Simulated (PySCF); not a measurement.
**Electron correlation in F⁺ (fluorine, charge +1)**

[He] 2s2 2p4, high-spin 3P determinant. All numbers are calculated (PySCF 2.14, the spin-free X2C one-electron Hamiltonian (Gaussian nucleus), in Sapporo-DZP-2012 (4s3p1d, 18 functions)). Frozen: 1s2; 6 electrons correlated.

MP2 pair energies summed by pair of shells (mhartree):

| pair | energy | share (%) |
| --- | --- | --- |
| 2p-2p | -50.84 | 47.0 |
| 2s-2p | -49.42 | 45.7 |
| 2s-2s | -7.93 | 7.3 |

Total MP2 correlation energy: -108.19 mhartree.

Same-spin part -27.71 and opposite-spin part -80.47 mhartree; SCS-MP2 scales them by 1/3 and 6/5 to -105.81 mhartree.

```csv
level,correlation energy (mhartree)
CCSD,-123.14
(T),-0.92
CCSD(T),-124.06
```

Diagnostics: T1 = 0.0041, D1 = 0.0074, largest double amplitude 0.042.

Cost of the coupled-cluster step: 0.11 s of wall time on 1 thread of Neoverse-V1 (shared host), for 6 correlated electrons.

Iterations:

```
CC2 = 0
CCSD nocc = (np.int64(4), np.int64(2)), nmo = (17, 17)
frozen orbitals [[0], [0]]
max_cycle = 100
direct = 0
conv_tol = 1e-08
conv_tol_normt = 1e-06
diis_space = 8
diis_start_cycle = 0
Init t2, MP2 energy = -0.108189470716725
Init E_corr(UCCSD) = -0.10818947071906
cycle = 1  E_corr(UCCSD) = -0.1201228730255  dE = -0.0119334023  norm(t1,t2) = 0.0222231
cycle = 2  E_corr(UCCSD) = -0.122338950431573  dE = -0.00221607741  norm(t1,t2) = 0.00620349
cycle = 3  E_corr(UCCSD) = -0.123159505300323  dE = -0.000820554869  norm(t1,t2) = 0.00241087
cycle = 4  E_corr(UCCSD) = -0.123137961671238  dE = 2.15436291e-05  norm(t1,t2) = 0.000584386
cycle = 5  E_corr(UCCSD) = -0.123142563934578  dE = -4.60226334e-06  norm(t1,t2) = 8.6416e-05
cycle = 6  E_corr(UCCSD) = -0.123142189341789  dE = 3.74592789e-07  norm(t1,t2) = 1.16921e-05
cycle = 7  E_corr(UCCSD) = -0.123142323173283  dE = -1.33831494e-07  norm(t1,t2) = 1.53989e-06
cycle = 8  E_corr(UCCSD) = -0.123142303795676  dE = 1.93776068e-08  norm(t1,t2) = 2.70906e-07
cycle = 9  E_corr(UCCSD) = -0.123142303583129  dE = 2.12547729e-10  norm(t1,t2) = 4.09787e-08
UCCSD converged
E(UCCSD) = -98.99999579704928  E_corr = -0.1231423035831287
UCCSD(T) correction = -0.000918187918568422
```
